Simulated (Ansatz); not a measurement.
Tuning the range parameter of LC-ωPBE so that −HOMO meets the ionisation energy; basis def2-SVP, Ansatz. System: cyclo-(SnF2)3 (Sn₃F₆). Charge 0, multiplicity 1. Geometry: PBE-D4/def2-SVP. The ionised state is a doublet.

Geometry of the singlet:

Cartesian coordinates in Å:
```
Sn -1.1899 0.6787 -1.4736
F -1.9025 -0.5290 0.2265
F -0.2905 -1.3328 -1.4463
Sn -0.2220 -1.8776 0.6880
F 0.1182 -0.1256 1.9807
F 1.7301 -0.9287 0.3075
Sn 1.4119 1.1989 0.7856
F 0.9786 1.0564 -1.3705
F -0.6339 1.8596 0.3021
```

In the def2 sets Sn takes a core potential; there is no spin–orbit coupling.

```csv
ω (1/bohr),HOMO (eV),LUMO (eV),vertical IE (eV),HOMO + IE (eV)
0.1,-8.17,-0.61,9.32,1.15
0.15,-8.72,-0.10,9.46,0.74
0.2,-9.17,0.26,9.62,0.45
0.3,-9.83,0.71,9.93,0.10
```

(1) Where does the tuning condition hold?

Results:

(1) Not within the range that was run.
